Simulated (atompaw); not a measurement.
**Before and after: PAW (atompaw) potential for niobium**

Nb, PAW, made with atompaw 4.2.0.5 (LDA (PW92), scalar-relativistic). Core [Ar] 3d10, reference 4s2 4p6 4d4 5s0 5p0 (charge +1). Waves: 4s (bound): rc 1.90 bohr; 5s (bound, empty): rc 2.55 bohr; 4p (bound): rc 2.20 bohr; 5p (bound, empty): rc 2.55 bohr; 4d (bound): rc 2.55 bohr; 4d channel at 0.2 Ry: rc 2.50 bohr. Local part: ultrasoft scheme with l = 3 at -0.5 Ry, radius 2.00 bohr. Core correction: smooth core density matched at 2.10 bohr. Augmentation charge: sinc compensation charge, radius 1.95 bohr; PAW radius 2.55 bohr; waves and projectors: modrrkj vanderbiltortho.

All-electron outer shells of the reference configuration (LDA (PW92), scalar-relativistic, ld1.x):

| shell | level (eV) | outermost node (bohr) | outermost maximum (bohr) |
| --- | --- | --- | --- |
| 3d | -203.02 | – | 0.33 |
| 4s | -64.96 | 0.53 | 1.02 |
| 4p | -41.14 | 0.54 | 1.12 |
| 5s | -9.73 | 1.40 | 2.89 |
| 4d | -9.55 | 0.55 | 1.49 |
| 5p | -5.91 | 1.61 | 3.62 |

Change: augmentation sinc compensation charge, radius 1.95 bohr; PAW radius 2.55 bohr; waves and projectors: custom rrkj vanderbiltortho.

Cutoffs: the cutoffs (Ry, on a coarse ladder) from which the occupation-weighted sum of valence levels, in a spherical-Bessel basis at the reference potential, stays within 10 and 1 mRy of its value at 400 Ry; they do not see the model core or the augmentation charge, which bear on the density cutoff.

**Question.** What does the change do?

**Answer.** The potential gets softer (21 Ry and 30 Ry → 18 Ry and 30 Ry); the range in which the s phases agree narrows (upper end 3.5 → 0.9); the range in which the p phases agree narrows (upper end at the end of the scan → 0.3); neither file shows a bound ghost.

```tsv
quantity	base	changed
cutoff, loose	21 Ry	18 Ry
cutoff, tight	30 Ry	30 Ry
loose cutoff by channel (10 mRy a level)	s 12 Ry, p 12 Ry, d 10 Ry	s 15 Ry, p 15 Ry, d 12 Ry
bound ghosts	none	none
s: phases at 2.57 bohr within 0.05 rad from the reference energy up to (Ry; the scan ends near 5)	3.5	0.9
p: phases at 2.57 bohr within 0.05 rad from the reference energy up to (Ry; the scan ends near 5)	to the end of the scan	0.3
d: phases at 2.57 bohr within 0.05 rad from the reference energy up to (Ry; the scan ends near 5)	-0.7	1.5
lowest overlap eigenvalue by channel	s 0.78, p 0.97, d 1.00	s 0.41, p 0.61, d 0.70
```

 The cutoffs see the waves, projectors and local potential, not the compensation charge or the core.
